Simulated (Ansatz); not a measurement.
Ansatz (a quantum-chemistry and plane-wave program) input for ClFHInO, SMILES [OH][In]([Cl])[F], B3LYP-D3(BJ)/def2-SVP. 

Ansatz 0.2 input:
```yaml
crystal:
  periodic: [false, false, false]
  atoms:
    - {symbol: In, position_ang: [-0.02128229, -0.19889420, -0.00000000]}
    - {symbol: F, position_ang: [1.64529765, -1.26067202, 0.00000000]}
    - {symbol: Cl, position_ang: [-0.04730128, 2.07482437, 0.00000000]}
    - {symbol: O, position_ang: [-1.48123452, -1.47704858, 0.00000000]}
    - {symbol: H, position_ang: [-1.11084872, -2.36376168, 0.00000000]}
basis:
  gaussian:
    orbitals: def2-SVP
hamiltonian:
  xc: b3lyp
  dispersion: d3bj
relax: {f_tol: 0.002, max_steps: 200}
```

Log of the run:

```
WARN ansatz: RAYON_NUM_THREADS=1 ignored (pool sized by the plan → 1); use --threads N
Functional definition: B3LYP
integrals: 0.03 GiB planned
868 factors; integrals over basis functions are off by at most 2.3e-4 eV
mean field: 0.29 GiB planned
mean field evaluation 1: about -22464.5742 eV, gradient 6.8e1 eV
mean field evaluation 2: about -22407.4274 eV, gradient 1.7e2 eV
mean field evaluation 4: about -22472.4893 eV, gradient 1.7e1 eV
mean field evaluation 8: about -22473.0116 eV, gradient 3.1e-1 eV
mean field evaluation 16: about -22473.0119 eV, gradient 7.0e-6 eV
mean field -22473.01189623 eV, -825.8679544317 hartree, gradient 7.0e-6 eV, S^2 0.000000; 0 other end points of the search recorded, 0 dependent functions left out
the calculation of the forces begins
reference -22473.01213848 eV, -825.8679633343 hartree; 28, 28 occupied and 49, 49 virtual orbitals, 868 factors
relax step   1: F+E_penalty+E_count = -22473.17055911 eV  Δ(F+E_penalty+E_count) = +0.000e0 eV  max|allowed force component| = 1.097e0 eV/Å  Δτ_max = 0.0000 Å  (29 SCF iters, accepted)
these checks for a lower state are left out or cut short: starts, cluster_reference, orbital_swaps, neighbouring_geometries, increment
integrals: 0.03 GiB planned
868 factors; integrals over basis functions are off by at most 2.2e-4 eV
mean field: 0.28 GiB planned
mean field -22473.08694812 eV, -825.8707125381 hartree, gradient 1.0e-5 eV, S^2 0.000000; 0 other end points of the search recorded, 0 dependent functions left out
the calculation of the forces begins
reference -22473.08719228 eV, -825.8707215108 hartree; 28, 28 occupied and 49, 49 virtual orbitals, 868 factors
relax step   2: F+E_penalty+E_count = -22473.24362932 eV  Δ(F+E_penalty+E_count) = -7.307e-2 eV  max|allowed force component| = 2.428e-1 eV/Å  Δτ_max = 0.1031 Å  (32 SCF iters, accepted)
these checks for a lower state are left out or cut short: starts, cluster_reference, orbital_swaps, neighbouring_geometries, increment
integrals: 0.03 GiB planned
868 factors; integrals over basis functions are off by at most 2.3e-4 eV
mean field: 0.28 GiB planned
mean field evaluation 32: about -22473.0995 eV, gradient 9.4e-6 eV
mean field -22473.09949383 eV, -825.8711735843 hartree, gradient 9.4e-6 eV, S^2 0.000000; 0 other end points of the search recorded, 0 dependent functions left out
the calculation of the forces begins
reference -22473.09973951 eV, -825.8711826129 hartree; 28, 28 occupied and 49, 49 virtual orbitals, 868 factors
relax step   3: F+E_penalty+E_count = -22473.25618606 eV  Δ(F+E_penalty+E_count) = -1.256e-2 eV  max|allowed force component| = 1.211e-1 eV/Å  Δτ_max = 0.0947 Å  (32 SCF iters, accepted)
these checks for a lower state are left out or cut short: starts, cluster_reference, orbital_swaps, neighbouring_geometries, increment
integrals: 0.03 GiB planned
868 factors; integrals over basis functions are off by at most 2.3e-4 eV
mean field: 0.28 GiB planned
mean field -22473.10122789 eV, -825.8712373100 hartree, gradient 7.8e-6 eV, S^2 0.000000; 0 other end points of the search recorded, 0 dependent functions left out
the calculation of the forces begins
reference -22473.10147380 eV, -825.8712463467 hartree; 28, 28 occupied and 49, 49 virtual orbitals, 868 factors
relax step   4: F+E_penalty+E_count = -22473.25802596 eV  Δ(F+E_penalty+E_count) = -1.840e-3 eV  max|allowed force component| = 7.929e-2 eV/Å  Δτ_max = 0.0242 Å  (33 SCF iters, accepted)
these checks for a lower state are left out or cut short: starts, cluster_reference, orbital_swaps, neighbouring_geometries, increment
integrals: 0.03 GiB planned
868 factors; integrals over basis functions are off by at most 2.3e-4 eV
mean field: 0.28 GiB planned
mean field -22473.10157432 eV, -825.8712500411 hartree, gradient 7.7e-6 eV, S^2 0.000000; 0 other end points of the search recorded, 0 dependent functions left out
the calculation of the forces begins
reference -22473.10182024 eV, -825.8712590782 hartree; 28, 28 occupied and 49, 49 virtual orbitals, 868 factors
relax step   5: F+E_penalty+E_count = -22473.25840770 eV  Δ(F+E_penalty+E_count) = -3.817e-4 eV  max|allowed force component| = 1.731e-2 eV/Å  Δτ_max = 0.0137 Å  (33 SCF iters, accepted)
these checks for a lower state are left out or cut short: starts, cluster_reference, orbital_swaps, neighbouring_geometries, increment
integrals: 0.03 GiB planned
868 factors; integrals over basis functions are off by at most 2.3e-4 eV
mean field: 0.28 GiB planned
mean field -22473.10157951 eV, -825.8712502318 hartree, gradient 8.9e-5 eV, S^2 0.000000; 0 other end points of the search recorded, 0 dependent functions left out
the calculation of the forces begins
reference -22473.10182545 eV, -825.8712592697 hartree; 28, 28 occupied and 49, 49 virtual orbitals, 868 factors
relax step   6: F+E_penalty+E_count = -22473.25842694 eV  Δ(F+E_penalty+E_count) = -1.924e-5 eV  max|allowed force component| = 1.479e-3 eV/Å  Δτ_max = 0.0024 Å  (22 SCF iters, accepted)
integrals: 0.03 GiB planned
868 factors; integrals over basis functions are off by at most 2.3e-4 eV
mean field: 0.28 GiB planned
mean field evaluation 64: about -22473.1013 eV, gradient 3.3e-1 eV
mean field -22473.10157951 eV, -825.8712502318 hartree, gradient 8.9e-5 eV, S^2 0.000000; 1 other end points of the search recorded, 0 dependent functions left out
the calculation of the forces begins
reference -22473.10182545 eV, -825.8712592697 hartree; 28, 28 occupied and 49, 49 virtual orbitals, 868 factors
Total energy: -22473.25867287 eV, -825.8770233060 hartree
Atom 0 at     0.052795    -0.287772     0.000000 Å, force     0.000058    -0.000539     0.000000 eV/Å
Atom 1 at     1.828012    -1.118829    -0.000000 Å, force     0.000748     0.000272    -0.000000 eV/Å
Atom 2 at    -0.059312     2.039058    -0.000000 Å, force     0.000281     0.001287    -0.000000 eV/Å
Atom 3 at    -1.552303    -1.462920     0.000000 Å, force    -0.000222    -0.001479     0.000000 eV/Å
Atom 4 at    -1.284562    -2.395089    -0.000000 Å, force    -0.000864     0.000459    -0.000000 eV/Å
Dipole moment:    -0.160774    -0.257675    -0.000000 e Å
```

The calculation finished and met its thresholds.
